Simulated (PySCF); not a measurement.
Cl2FGeH3Si. Atoms are numbered in the order given.

```xyz
8

F      0.8442    -1.8882     0.0000
Si     0.5443    -0.2954     0.0000
Cl     1.4426     0.4928    -1.6814
Cl     1.4426     0.4928     1.6814
Ge    -1.7940     0.1168     0.0000
H     -2.4222    -0.5021    -1.2612
H     -2.4222    -0.5021     1.2612
H     -2.0145     1.6394     0.0000
```

The structure is a stationary point at B3LYP-D3(BJ)/def2-SVP. The structure was generated by enumeration, and PubChem lists no compound with its InChIKey, so it may never have been made.

These are PBE/def2-TZVP (PySCF) values and carry that method's errors.

Symmetry labels are those of the subgroup Cs that the program uses (full group Cs).

Computed valence orbital energies around the gap with their symmetry:
```json
[
 {"orbital": "HOMO−7", "symmetry": "A\"", "energy (eV)": "-9.89"},
 {"orbital": "HOMO−6", "symmetry": "A'", "energy (eV)": "-9.18"},
 {"orbital": "HOMO−5", "symmetry": "A'", "energy (eV)": "-8.97"},
 {"orbital": "HOMO−4", "symmetry": "A\"", "energy (eV)": "-8.94"},
 {"orbital": "HOMO−3", "symmetry": "A'", "energy (eV)": "-8.61"},
 {"orbital": "HOMO−2", "symmetry": "A\"", "energy (eV)": "-8.28"},
 {"orbital": "HOMO−1", "symmetry": "A\"", "energy (eV)": "-8.06"},
 {"orbital": "HOMO", "symmetry": "A'", "energy (eV)": "-7.54"},
 {"orbital": "LUMO", "symmetry": "A'", "energy (eV)": "-1.40"},
 {"orbital": "LUMO+1", "symmetry": "A'", "energy (eV)": "-1.12"},
 {"orbital": "LUMO+2", "symmetry": "A\"", "energy (eV)": "-1.06"},
 {"orbital": "LUMO+3", "symmetry": "A'", "energy (eV)": "-0.12"}
]
```
